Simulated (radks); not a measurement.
Species: Mn III. Configuration: [Ar] 3d5 (the NIST ground configuration).

All-electron calculation, scalar-relativistic Kohn-Sham, MS2 meta-GGA, spin-polarised, spherical densities, finite nucleus; open shells are filled with parallel spins first; meta-GGA in the generalised Kohn-Sham scheme; Fermi nuclear charge, rms radius 3.7057 fm. Program: a radial shooting solver on a logarithmic mesh with Libxc functionals.

Energy parts (hartree):
total: -1157.79543
kinetic: 1170.62629
electron-nucleus: -2749.05690
Hartree: 472.62288
exchange-correlation: -51.98769

Orbitals (lengths in bohr, moments of r in powers of bohr; <r^-3> diverges for s and p1/2; r(max) is where P^2 peaks):
orbital  occ.  eigenvalue (hartree)   r(max)  <r^-3>
1s up       1             -237.4467  0.03986       -
1s down     1             -237.4459  0.03986       -
2s up       1             -28.23196   0.2318       -
2s down     1             -28.17072   0.2316       -
2p up       3             -23.89553   0.1888   416.7
2p down     3             -23.83722   0.1886   418.6
3s up       1              -3.97396   0.7374       -
3s down     1              -3.76646   0.7379       -
3p up       3              -2.77200   0.7552   50.49
3p down     3              -2.55333   0.7563   49.45
3d up       5              -0.94892   0.7633   4.238
3d down     0              -0.72415   0.7741   3.936

The highest occupied level is 3d up at -25.821 eV. For comparison, the ionisation energy in NIST's Atomic Spectra Database is 33.67 eV (measured). In exact Kohn-Sham theory the highest level is minus the ionisation energy, but local and semilocal functionals leave it too shallow, through self-interaction and a potential that decays too fast; potentials with the right tail come closer. The electron density at the nucleus is 1.326e+04 e/bohr^3 (large components only). The spin density at the nucleus is -1.556 e/bohr^3 (1s -0.111, 2s -2.835, 3s 1.390). Spin moment in Bohr magnetons: 5.
